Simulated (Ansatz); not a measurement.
Ansatz (an electronic-structure program) input:

Ansatz 0.2 input:
```yaml
crystal:
  periodic: [false, false, false]
  atoms:
    - {symbol: C, position_ang: [1.04026750, -0.37593961, -0.01423724]}
    - {symbol: N, position_ang: [-0.11684659, 0.48974460, 0.19151581]}
    - {symbol: C, position_ang: [-1.24598269, -0.02303043, -0.18381086]}
    - {symbol: H, position_ang: [1.77800493, 0.11733555, -0.66719488]}
    - {symbol: H, position_ang: [1.55320242, -0.56566915, 0.94223077]}
    - {symbol: H, position_ang: [0.76036857, -1.34627438, -0.46512181]}
    - {symbol: H, position_ang: [-2.03935871, 0.76021600, 0.03776388]}
basis:
  gaussian:
    orbitals: def2-TZVPD
hamiltonian:
  xc: {name: B97M-V}
total_charge: -1
output: {forces: true}
```

Question: Predict the final energy.

Answer: -133.33435 Eh (B97M-V/def2-TZVPD). The basis has 147 functions.

It need not be the lowest isomer of its formula. Whether it binds its extra electron was not tested at this geometry.
